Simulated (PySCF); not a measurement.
Computed IR spectrum (relative IR intensity) of a molecule C5H9O, multiplicity 2. The structure is a stationary point at PBE-D3(BJ)/def2-SVP. The values are those of a single conformer. Method: PBE-D3(BJ)/def2-SVP run with PySCF. Frequencies are harmonic and unscaled.

Lines under 2 % of the strongest are left out, and lines within 2 cm⁻¹ are merged.

```csv
ν (cm⁻¹),relative intensity
518,14
564,8.1
837,3.2
921,3.7
1130,30
1188,18
1208,6.8
1307,19
1317,5.0
1352,7.6
1377,5.6
1383,4.1
1392,4.9
1396,2.6
1412,3.5
1771,100
2881,12
2960,7.3
2983,8.3
3040,9.0
3104,5.8
3106,2.2
```

Question: Which structure fits?
A) CC(C)(C)[C]=O
B) CC(C)C[C]=O
C) [CH2]CCC(C)=O
D) C[CH]CC(C)=O

Answer: D, C[CH]CC(C)=O
